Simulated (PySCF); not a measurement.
Start geometry of `C/N=C\c1ccc(B(F)F)cc1` from GFN2-xTB (Å):
```
atom  x, y, z in Å
C1    -3.0168   -1.0230    0.3468
N2    -2.8714   -0.5862   -1.0166
C3    -1.7976   -0.1498   -1.4787
C4    -0.4558    0.0727   -0.7835
C5     0.6704   -0.4890   -1.3266
C6     1.8843   -0.2926   -0.6935
C7     1.9992    0.4627    0.4800
B8     3.3757    0.6948    1.1659
F9     3.5016    1.4157    2.2881
F10    4.4872    0.1778    0.7230
C11    0.8094    1.0236    1.0091
C12   -0.3962    0.8306    0.3922
H13   -3.5810   -1.9485    0.3100
H14   -2.1270   -1.0870    0.9271
H15   -3.7062   -0.2959    0.8344
H16   -1.7730    0.0954   -2.5259
H17    0.6133   -1.0611   -2.2212
H18    2.7729   -0.7324   -1.1008
H19    0.8765    1.6135    1.9019
H20   -1.3166    1.2938    0.7984
```

Problem. What comes out of this run: PBE0-D3(BJ)/def2-SVP geometry optimisation, gas phase in PySCF?

Solution. 
```
atom  x, y, z in Å
C1    -3.1111   -0.6280    0.6601
N2    -2.9992   -0.4031   -0.7532
C3    -1.8955   -0.1442   -1.3225
C4    -0.5421    0.0283   -0.7371
C5     0.5531   -0.5274   -1.4150
C6     1.8386   -0.4021   -0.9050
C7     2.0707    0.3093    0.2824
B8     3.4998    0.4447    0.8571
F9     3.7360    1.1294    1.9617
F10    4.5383   -0.1198    0.2677
C11    0.9779    0.8959    0.9378
C12   -0.3119    0.7571    0.4393
H13   -3.8311   -1.4437    0.8299
H14   -2.1682   -0.8742    1.1812
H15   -3.5460    0.2655    1.1403
H16   -1.9241   -0.0555   -2.4225
H17    0.3835   -1.0728   -2.3473
H18    2.6809   -0.8555   -1.4335
H19    1.1461    1.4707    1.8520
H20   -1.1455    1.2393    0.9525
```

The energy falls by 5.3 kcal/mol over 19 energy and gradient evaluations, the largest force component goes from 0.0474 to 3.2e-04 Eh/bohr, and the atoms move by 0.145 Å rms after alignment. The bond that changes most is C3–C4 (imine carbon to substituted aromatic carbon), which shortens by 0.043 Å. Bonds longer at the end by more than 0.005 Å: 11 of 20; shorter: 6. Among the angles that change most is H13–C1–H14, from 113.7° to 108.7°. Among the dihedrals that turn most is H16–C3–C4–C5, from -52° to -39°. Rotational constants go from 2601, 417.9, 378.1 to 2587, 421.4, 375.5 MHz. The orientation of the end geometry is arbitrary; only internal coordinates are fixed.

The run used 208 basis functions and 145 SCF cycles in all. The run took 13 min wall on Intel Xeon at 2.70 GHz, one thread (shared host), and the process peaked at 0.94 GiB of memory.

Whether it is a minimum is left open (no frequencies). One conformer, not necessarily the lowest.
